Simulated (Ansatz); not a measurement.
The cluster GaSb2 (the lowest doublet isomer of a short search) was relaxed with r2SCAN-D4 (def2-TZVP) in Ansatz in these states: neutral doublet, neutral quartet. The geometries follow in no particular order.

In the def2 sets Sb takes a core potential; there is no spin–orbit coupling.

A:

```xyz
3

Ga    1.130    1.200    0.614
Sb   -0.507   -0.060   -1.470
Sb   -0.623   -1.140    0.855
```

B:

Cartesian coordinates in Å:
```
Ga -1.0287 -1.1093 -0.0010
Sb 1.2256 -0.1057 1.0104
Sb -0.1969 1.2150 -1.0094
```

Task: Judge from the bond lengths which geometry belongs to which state (an estimate).

Result: A is the neutral doublet (Ga1–Sb2 2.935 Å, Ga1–Sb3 2.933 Å, Sb2–Sb3 2.566 Å); B is the neutral quartet (Ga1–Sb2 2.667 Å, Ga1–Sb3 2.667 Å, Sb2–Sb3 2.801 Å).

At PBE0-D4/def2-TZVP a doublet lies 0.77 eV below the neutral quartet. These are the stationary points nearest to one start from a short search; other shapes may lie lower in each state.
